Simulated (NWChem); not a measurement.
System: C2H6Mg; SMILES [CH3][Mg][CH3]

The following NWChem deck was run.

```
start job
memory heap 200 mb stack 900 mb global 1100 mb
geometry units angstroms noautosym nocenter noautoz
  Mg     0.000000     0.000000    -0.415931
  C      2.099067    -0.000383    -0.415115
  H      2.510115    -0.339788     0.545096
  H      2.510318     1.001065    -0.600630
  H      2.511253    -0.661794    -1.189110
  C     -2.099067     0.000383    -0.415115
  H     -2.510318    -1.001065    -0.600630
  H     -2.511253     0.661794    -1.189110
  H     -2.510115     0.339788     0.545096
end
basis spherical
  * library pcsseg-1
end
dft
  xc xpbe96 cpbe96
  iterations 150
end
property
  shielding 3 1 2 3
end
task dft property
```

Structure relaxed at the B3LYP/6-31G* (spherical d) level.

GIAO values for the isolated, static molecule; σ is the absolute isotropic shielding, δ = σ(reference) − σ with the isolated reference molecule computed at the same levels (13C: tetramethylsilane, 1H: tetramethylsilane).

Atoms are numbered as in the input.

Task: Give the results of this calculation. (PBE/pcSseg-1, GIAO.) Quantities: σ Mg1 (ppm); δ C2 (ppm); δ H3 (ppm).

Result: 
- σ Mg1 (ppm): 390.0
- δ C2 (ppm): -22.9
- δ H3 (ppm): -1.03
